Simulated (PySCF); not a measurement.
GeH3NSi, GeH4N2Si, GeH4N2O, CH3GeO2 and others (calculated)

Calculation on a computer-drawn molecule: the log of a Hartree-Fock and frozen-core CCSD(T) single point meant for a local Hartree-Fock minimum, with one planted fault or none, to be diagnosed. Offsets are logged minus clean, where the clean run is the same molecule without the fault. The reference is restricted for singlets and unrestricted otherwise, and also for a bond in bohr or an excited solution. Adding or removing an electron swaps singlet and doublet. The excited solution moves the top pair (singlet) or top alpha electron (doublet) to the lowest empty orbital. Highest occupied and lowest empty are orbital energies over both spins, largest force is the largest gradient component, triples share is (T) over the correlation energy, the T1 limit is 0.02 restricted and 0.045 unrestricted, electrons count all cores, a negative frequency is imaginary (commonest isotopes), and the dipole is about the centre of nuclear charge; on germanium a core potential holds 10 electrons, which the energies leave out, and 3d is frozen in MP2 and coupled-cluster steps. Program: PySCF 2.14.0.

Common to all runs: logged SCF converged yes; possible faults no fault, one electron removed, one electron added, multiplicity raised by two, geometry at a saddle point, SCF held on an excited solution, minimal basis STO-3G, one bond length entered in bohr, all coordinates scaled.

(1) 
```xyz
6
formula=GeH3NSi meant_charge=0 meant_multiplicity=1 meant_basis=cc-pV(D+d)Z meant_basis_and_core_potential_on_germanium=cc-pVDZ-PP_ECP10MDF logged_electrons=56 logged_basis_functions=75 logged_spin_squared=0 logged_highest_occupied=-9.0177 logged_lowest_empty=-0.42538 logged_largest_force=6.527e-06 logged_lowest_frequency=105.14 logged_T1_diagnostic=0.022333 logged_D1_diagnostic=0.069618 logged_triples_share=0.039329 logged_CC_converged=yes logged_dipole_magnitude=3.0664 logged_SCF_stable_within_its_kind=yes logged_energy_HF=-638.38605 logged_energy_CCSD(T)=-638.78751 planted_fault=no_fault HF_energy_offset_from_clean_run=0 CCSD(T)_energy_offset_from_clean_run=0
N      0.8396     0.1444     1.8762
Ge    -0.4680     0.2676     0.8084
Si    -0.1755    -0.8876    -1.3229
H      0.6754     0.5693     2.7790
H     -1.7639     1.0451     1.1235
H     -1.4489    -1.6834    -1.1183
```

Units: logged_highest_occupied, logged_lowest_empty in eV; logged_largest_force in hartree/bohr; logged_lowest_frequency in cm⁻¹; logged_dipole_magnitude in debye; logged_energy_HF, logged_energy_CCSD(T) in hartree; HF_energy_offset_from_clean_run, CCSD(T)_energy_offset_from_clean_run in kcal/mol.

Drawn bonds:
```csv
atom,other atom,order
1,2,2
2,3,1
1,4,1
2,5,1
3,6,1
```

Notes: T1 above single-reference limit.

(2) 
```xyz
8
formula=GeH4N2Si meant_charge=0 meant_multiplicity=1 meant_basis=cc-pV(D+d)Z meant_basis_and_core_potential_on_germanium=cc-pVDZ-PP_ECP10MDF logged_electrons=64 logged_basis_functions=94 logged_spin_squared=1.2675 logged_highest_occupied=-7.2367 logged_lowest_empty=0.154 logged_largest_force=0.014794 logged_T1_diagnostic=0.053769 logged_D1_diagnostic=0.24585 logged_triples_share=0.034694 logged_CC_converged=yes logged_dipole_magnitude=4.5499 logged_SCF_stable_within_its_kind=yes logged_energy_HF=-693.41506 logged_energy_CCSD(T)=-693.97239 planted_fault=one_bond_length_entered_in_bohr,row_2_of_the_drawn_bonds HF_energy_offset_from_clean_run=39.88 CCSD(T)_energy_offset_from_clean_run=55.84
N      0.4727     1.6374     1.0750
Ge    -0.3840     0.1777     1.0532
Si    -2.8973    -0.9712    -2.6986
N     -3.4531    -2.4517    -2.0705
H      0.9884     1.8026     1.9289
H     -0.3600    -0.8051     2.2596
H     -4.0620    -3.0395    -2.6113
H     -3.2549    -2.8640    -1.1772
```

Units: logged_highest_occupied, logged_lowest_empty in eV; logged_largest_force in hartree/bohr; logged_dipole_magnitude in debye; logged_energy_HF, logged_energy_CCSD(T) in hartree; HF_energy_offset_from_clean_run, CCSD(T)_energy_offset_from_clean_run in kcal/mol.

Drawn bonds:
```csv
atom,other atom,order
1,2,2
2,3,1
3,4,1
1,5,1
2,6,1
4,7,1
4,8,1
```

Notes: T1 above single-reference limit.

(3) 
```xyz
8
formula=GeH4N2O meant_charge=0 meant_multiplicity=1 meant_basis=cc-pVDZ meant_basis_and_core_potential_on_germanium=cc-pVDZ-PP_ECP10MDF logged_electrons=58 logged_basis_functions=85 logged_spin_squared=0 logged_highest_occupied=-3.9131 logged_lowest_empty=-3.0577 logged_largest_force=0.23355 logged_CC_converged=no logged_dipole_magnitude=2.8874 logged_SCF_stable_within_its_kind=no logged_energy_HF=-478.99723 planted_fault=SCF_held_on_an_excited_solution HF_energy_offset_from_clean_run=286.2
N      0.9465    -0.0639    -3.7287
Ge     0.3763     0.8240    -2.4257
N     -1.1651     0.4616    -1.5947
O      1.1069     2.1873    -1.5963
H      1.8727     0.2239    -4.0112
H     -1.7613    -0.2106    -2.0418
H     -1.6991     1.2149    -1.2038
H      0.7296     2.4206    -0.7596
```

Units: logged_highest_occupied, logged_lowest_empty in eV; logged_largest_force in hartree/bohr; logged_dipole_magnitude in debye; logged_energy_HF in hartree; HF_energy_offset_from_clean_run in kcal/mol.

Drawn bonds:
```csv
atom,other atom,order
1,2,2
2,3,1
2,4,1
1,5,1
3,6,1
3,7,1
4,8,1
```

Notes: CCSD not converged.

(4) 
```xyz
7
formula=CH3GeO2 meant_charge=-1 meant_multiplicity=1 meant_basis=aug-cc-pVDZ meant_basis_and_core_potential_on_germanium=aug-cc-pVDZ-PP_ECP10MDF logged_electrons=58 logged_basis_functions=128 logged_spin_squared=0 logged_highest_occupied=-3.1567 logged_lowest_empty=3.8837 logged_largest_force=0.020632 logged_T1_diagnostic=0.019536 logged_D1_diagnostic=0.058316 logged_triples_share=0.037577 logged_CC_converged=yes logged_dipole_magnitude=2.3229 logged_SCF_stable_within_its_kind=yes logged_energy_HF=-482.7601 logged_energy_CCSD(T)=-483.45395 planted_fault=all_coordinates_scaled,by_+1.1_% HF_energy_offset_from_clean_run=0.546 CCSD(T)_energy_offset_from_clean_run=-1.473
O      2.0395    -3.1754     0.6238
C      1.0526    -2.5501     0.9356
O      0.7841    -2.4553     2.2920
Ge    -0.3625    -1.6966    -0.3728
H      0.0260    -1.8836     2.3883
H      0.6174    -0.5048    -0.8334
H     -1.0741    -0.8327     0.8237
```

Units: logged_highest_occupied, logged_lowest_empty in eV; logged_largest_force in hartree/bohr; logged_dipole_magnitude in debye; logged_energy_HF, logged_energy_CCSD(T) in hartree; HF_energy_offset_from_clean_run, CCSD(T)_energy_offset_from_clean_run in kcal/mol.

Drawn bonds:
```csv
atom,other atom,order
1,2,1
2,3,1
2,4,2
3,5,1
4,6,1
4,7,1
```

(5) 
```xyz
5
formula=ClGeH2O meant_charge=-1 meant_multiplicity=1 meant_basis=aug-cc-pV(D+d)Z meant_basis_and_core_potential_on_germanium=aug-cc-pVDZ-PP_ECP10MDF logged_electrons=60 logged_basis_functions=105 logged_spin_squared=0 logged_highest_occupied=-5.5231 logged_lowest_empty=4.3538 logged_largest_force=1.636e-05 logged_lowest_frequency=210.68 logged_T1_diagnostic=0.019189 logged_D1_diagnostic=0.060107 logged_triples_share=0.034384 logged_CC_converged=yes logged_dipole_magnitude=3.7993 logged_SCF_stable_within_its_kind=yes logged_energy_HF=-828.98732 logged_energy_CCSD(T)=-829.50614 planted_fault=no_fault HF_energy_offset_from_clean_run=0 CCSD(T)_energy_offset_from_clean_run=0
O      0.0662    -3.2425    -1.0857
Ge     0.1086    -2.0530    -2.2475
Cl    -1.4397    -0.3511    -1.9225
H     -0.2971    -2.4281    -3.6958
H      1.3756    -1.1648    -2.3415
```

Units: logged_highest_occupied, logged_lowest_empty in eV; logged_largest_force in hartree/bohr; logged_lowest_frequency in cm⁻¹; logged_dipole_magnitude in debye; logged_energy_HF, logged_energy_CCSD(T) in hartree; HF_energy_offset_from_clean_run, CCSD(T)_energy_offset_from_clean_run in kcal/mol.

Drawn bonds:
```csv
atom,other atom,order
1,2,1
2,3,1
2,4,1
2,5,1
```

(6) 
```xyz
5
formula=ClGeH2O meant_charge=-1 meant_multiplicity=1 meant_basis=aug-cc-pV(D+d)Z meant_basis_and_core_potential_on_germanium=aug-cc-pVDZ-PP_ECP10MDF logged_electrons=59 logged_basis_functions=105 logged_spin_squared=0.7591 logged_highest_occupied=-11.812 logged_lowest_empty=0.056083 logged_largest_force=0.10607 logged_T1_diagnostic=0.022402 logged_D1_diagnostic=0.11121 logged_triples_share=0.028782 logged_CC_converged=yes logged_dipole_magnitude=3.1583 logged_SCF_stable_within_its_kind=yes logged_energy_HF=-828.90798 logged_energy_CCSD(T)=-829.36104 planted_fault=one_electron_removed HF_energy_offset_from_clean_run=49.79 CCSD(T)_energy_offset_from_clean_run=91.05
O      0.0662    -3.2425    -1.0857
Ge     0.1086    -2.0530    -2.2475
Cl    -1.4397    -0.3511    -1.9225
H     -0.2971    -2.4281    -3.6958
H      1.3756    -1.1648    -2.3415
```

Units: logged_highest_occupied, logged_lowest_empty in eV; logged_largest_force in hartree/bohr; logged_dipole_magnitude in debye; logged_energy_HF, logged_energy_CCSD(T) in hartree; HF_energy_offset_from_clean_run, CCSD(T)_energy_offset_from_clean_run in kcal/mol.

Drawn bonds:
```csv
atom,other atom,order
1,2,1
2,3,1
2,4,1
2,5,1
```

(7) 
```xyz
5
formula=ClGeH2O meant_charge=-1 meant_multiplicity=1 meant_basis=aug-cc-pV(D+d)Z meant_basis_and_core_potential_on_germanium=aug-cc-pVDZ-PP_ECP10MDF logged_electrons=60 logged_basis_functions=105 logged_spin_squared=0 logged_highest_occupied=-5.6236 logged_lowest_empty=4.3025 logged_largest_force=0.026888 logged_T1_diagnostic=0.020605 logged_D1_diagnostic=0.066241 logged_triples_share=0.035813 logged_CC_converged=yes logged_dipole_magnitude=3.8912 logged_SCF_stable_within_its_kind=yes logged_energy_HF=-828.98347 logged_energy_CCSD(T)=-829.50727 planted_fault=all_coordinates_scaled,by_+2.9_% HF_energy_offset_from_clean_run=2.418 CCSD(T)_energy_offset_from_clean_run=-0.7085
O      0.0681    -3.3365    -1.1171
Ge     0.1117    -2.1125    -2.3127
Cl    -1.4815    -0.3613    -1.9783
H     -0.3058    -2.4985    -3.8030
H      1.4155    -1.1986    -2.4094
```

Units: logged_highest_occupied, logged_lowest_empty in eV; logged_largest_force in hartree/bohr; logged_dipole_magnitude in debye; logged_energy_HF, logged_energy_CCSD(T) in hartree; HF_energy_offset_from_clean_run, CCSD(T)_energy_offset_from_clean_run in kcal/mol.

Drawn bonds:
```csv
atom,other atom,order
1,2,1
2,3,1
2,4,1
2,5,1
```

Notes: T1 above single-reference limit.

(8) 
```xyz
10
formula=AlGeH6NO meant_charge=0 meant_multiplicity=1 meant_basis=cc-pV(D+d)Z meant_basis_and_core_potential_on_germanium=cc-pVDZ-PP_ECP10MDF logged_electrons=66 logged_basis_functions=104 logged_spin_squared=0.8452 logged_highest_occupied=-8.5133 logged_lowest_empty=1.5677 logged_largest_force=0.008895 logged_T1_diagnostic=0.039331 logged_D1_diagnostic=0.19933 logged_triples_share=0.028394 logged_CC_converged=yes logged_dipole_magnitude=2.0242 logged_SCF_stable_within_its_kind=yes logged_energy_HF=-668.09877 logged_energy_CCSD(T)=-668.6676 planted_fault=one_bond_length_entered_in_bohr,row_7_of_the_drawn_bonds HF_energy_offset_from_clean_run=64.28 CCSD(T)_energy_offset_from_clean_run=71.24
O      1.4986    -0.2624    -2.4789
Al     1.0729    -0.0396    -0.8603
N     -0.5111     0.6196    -0.4041
Ge    -1.2296     0.9634     1.2580
H      1.0222    -0.0927    -3.2726
H      2.1214    -0.4334     0.2351
H     -1.1516     0.8594    -1.1437
H     -1.8495     3.7828     1.5412
H     -0.1910     0.5538     2.3033
H     -2.5207     0.1595     1.4643
```

Units: logged_highest_occupied, logged_lowest_empty in eV; logged_largest_force in hartree/bohr; logged_dipole_magnitude in debye; logged_energy_HF, logged_energy_CCSD(T) in hartree; HF_energy_offset_from_clean_run, CCSD(T)_energy_offset_from_clean_run in kcal/mol.

Drawn bonds:
```csv
atom,other atom,order
1,2,1
2,3,1
3,4,1
1,5,1
2,6,1
3,7,1
4,8,1
4,9,1
4,10,1
```

(9) 
```xyz
7
formula=AlGeH3O2 meant_charge=0 meant_multiplicity=1 meant_basis=cc-pV(D+d)Z meant_basis_and_core_potential_on_germanium=cc-pVDZ-PP_ECP10MDF logged_electrons=64 logged_basis_functions=89 logged_spin_squared=0 logged_highest_occupied=-8.9524 logged_lowest_empty=1.0215 logged_largest_force=2.271e-05 logged_lowest_frequency=53.683 logged_T1_diagnostic=0.017855 logged_D1_diagnostic=0.051346 logged_triples_share=0.022912 logged_CC_converged=yes logged_dipole_magnitude=0.77293 logged_SCF_stable_within_its_kind=yes logged_energy_HF=-686.89017 logged_energy_CCSD(T)=-687.44344 planted_fault=no_fault HF_energy_offset_from_clean_run=0 CCSD(T)_energy_offset_from_clean_run=0
O      2.1409    -0.5983    -2.3303
Al     0.6111    -1.0794    -1.8027
O      0.1282    -0.6074    -0.2714
Ge    -0.0920     0.0600     1.3564
H      2.5554    -0.7834    -3.1557
H     -0.3237    -1.9518    -2.7119
H     -0.7218     1.4606     0.8998
```

Units: logged_highest_occupied, logged_lowest_empty in eV; logged_largest_force in hartree/bohr; logged_lowest_frequency in cm⁻¹; logged_dipole_magnitude in debye; logged_energy_HF, logged_energy_CCSD(T) in hartree; HF_energy_offset_from_clean_run, CCSD(T)_energy_offset_from_clean_run in kcal/mol.

Drawn bonds:
```csv
atom,other atom,order
1,2,1
2,3,1
3,4,1
1,5,1
2,6,1
4,7,1
```

(10) 
```xyz
7
formula=AlClGeH3O meant_charge=0 meant_multiplicity=2 meant_basis=cc-pV(D+d)Z meant_basis_and_core_potential_on_germanium=cc-pVDZ-PP_ECP10MDF logged_electrons=73 logged_basis_functions=98 logged_spin_squared=0.762 logged_highest_occupied=-8.1389 logged_lowest_empty=0.43509 logged_largest_force=3.538e-05 logged_lowest_frequency=-240.01 logged_T1_diagnostic=0.013202 logged_D1_diagnostic=0.042054 logged_triples_share=0.022713 logged_CC_converged=yes logged_dipole_magnitude=2.6515 logged_SCF_stable_within_its_kind=yes logged_energy_HF=-1071.53674 logged_energy_CCSD(T)=-1072.05083 planted_fault=geometry_at_a_saddle_point HF_energy_offset_from_clean_run=1.823 CCSD(T)_energy_offset_from_clean_run=1.319
O     -1.9718    -0.8343     0.0000
Al    -0.2969    -0.8905     0.0000
Cl     0.6044    -2.7897     0.0000
Ge     1.0864     1.0728     0.0000
H     -2.5676    -0.1048     0.0000
H      2.6089     1.0506     0.0000
H      0.5366     2.4961     0.0000
```

Units: logged_highest_occupied, logged_lowest_empty in eV; logged_largest_force in hartree/bohr; logged_lowest_frequency in cm⁻¹; logged_dipole_magnitude in debye; logged_energy_HF, logged_energy_CCSD(T) in hartree; HF_energy_offset_from_clean_run, CCSD(T)_energy_offset_from_clean_run in kcal/mol.

Drawn bonds:
```csv
atom,other atom,order
1,2,1
2,3,1
2,4,1
1,5,1
4,6,1
4,7,1
```
